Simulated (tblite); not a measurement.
Compound: C5H8Cl2OSi.
SMILES with atom numbers: `[CH3:1][C:2](=[O:3])[C@@H:4]1[SiH2:5][C@@H:6]1[CH:7]([Cl:8])[Cl:9]` (hydrogens: H10, H11, H12 on C1; H13 on C4; H14, H15 on Si5; H16 on C6; H17 on C7)

Cartesian coordinates in Å at the GFN2-xTB level; atoms count from 1:
```
atom  x, y, z in Å
C1    -1.7111    1.7946   -0.2878
C2    -1.0661    0.4643    0.0063
O3    -1.6893   -0.4686    0.4824
C4     0.3428    0.3456   -0.3628
Si5    0.7664   -1.3966   -1.0661
C6     1.2710   -0.5226    0.5211
C7     0.7767   -0.9283    1.8658
Cl8    1.8158   -2.2022    2.5438
Cl9    0.7870    0.4762    2.9821
H10   -1.2852    2.5485    0.3722
H11   -2.7826    1.7360   -0.1176
H12   -1.5137    2.0903   -1.3156
H13    0.7964    1.2499   -0.7476
H14   -0.3160   -2.3515   -1.0392
H15    1.7713   -1.4029   -2.1136
H16    2.2763   -0.1154    0.5750
H17   -0.2464   -1.3052    1.8513
```

Calculated harmonic vibrations of the isolated species, GFN2-xTB (tblite), most abundant isotopes, no scaling. Against measured fundamentals such values can be off by several per cent, at times by over 20. Modes of hydrogen on silicon can be 10 to 20 % off. One conformer, not necessarily the lowest.

Harmonic wavenumbers (cm⁻¹): 31.2, 58.0, 101.8, 109.8, 126.4, 161.9, 217.7, 250.3, 291.0, 327.0, 405.1, 409.6, 479.8, 528.4, 547.6, 606.0, 652.7, 672.4, 699.3, 742.3, 750.6, 871.0, 928.0, 974.4, 989.3, 996.7, 1049.0, 1137.4, 1160.9, 1168.7, 1185.0, 1298.5, 1309.1, 1366.8, 1453.6, 1461.1, 1692.6, 2370.5, 2448.6, 2962.0, 3012.9, 3019.8, 3030.9, 3046.7, 3057.8.

A = 1314, B = 769.7, C = 564.0 MHz; mass 181.972 u (most abundant isotopes); point group C1, symmetry number 1.

Question: What is the zero-point energy?

Answer: Half the sum of the wavenumbers: 25080 cm⁻¹ = 300.02 kJ/mol.

Question: What is S at 400 K and 1 bar for an ideal gas of classical rigid rotors and harmonic oscillators?

Answer: Translation 179.86, rotation 132.16, vibration 196.47: S = 508.5 J/(mol K).

Question: And Cp and H(400 K) − H(0)?

Answer: Cp = 214.08 J/(mol K), of which vibrations give 180.83 (their classical limit is 45 R = 374.2); H(400 K) − H(0) = 52.52 kJ/mol without the zero-point energy, 39.22 from vibrations.

Question: What must be added to the electronic energy to get the Gibbs energy at 400 K and 1 bar?

Answer: ZPE + [H(400 K) − H(0)] − T·S = 300.02 + 52.52 − 203.40 = 149.14 kJ/mol.

Question: Blend soft modes into free rotors: weight 1/[1 + (100 cm⁻¹/ν̃)⁴] for the oscillator and the rest for a rotor with moment μB/(μ + B), μ = h/(8π²ν), B = 10⁻⁴⁴ kg m². What vibrational entropy results?

Answer: 178.64 J/(mol K) in place of 196.47, which changes −T·S at 400 K by +7.13 kJ/mol.

Question: Which modes carry the vibrational entropy at 400 K?

Answer: 31.2 cm⁻¹: 26.50; 58.0 cm⁻¹: 21.36; 101.8 cm⁻¹: 16.71; 109.8 cm⁻¹: 16.09; 126.4 cm⁻¹: 14.94; 161.9 cm⁻¹: 12.93 J/(mol K); the other 39 give 87.93 together.

Question: How do the functions run with temperature in this model?

Answer: 
| T (K) | S (J/(mol K)) | Cp (J/(mol K)) | H − H(0) (kJ/mol) | G − H(0) (kJ/mol) | ln q(vib) |
| --- | --- | --- | --- | --- | --- |
| 100 | 313.8 | 88.5 | 6.06 | -25.32 | 2.46 |
| 200 | 389.4 | 134.6 | 17.24 | -60.64 | 5.71 |
| 300 | 452.3 | 177.5 | 32.88 | -102.79 | 8.83 |
| 500 | 559.5 | 243.4 | 75.45 | -204.32 | 14.73 |
| 800 | 687.9 | 301.3 | 158.03 | -392.26 | 22.67 |
| 1000 | 757.8 | 325.5 | 220.85 | -537.00 | 27.39 |

q(vib) and H(0) count from the zero-point level.

Hindered rotation and anharmonicity are outside this model. Other conformers, if any are populated, would add a mixing term that is left out. The structure is chiral; the term R ln 2 for an equal mix with its mirror image is left out.
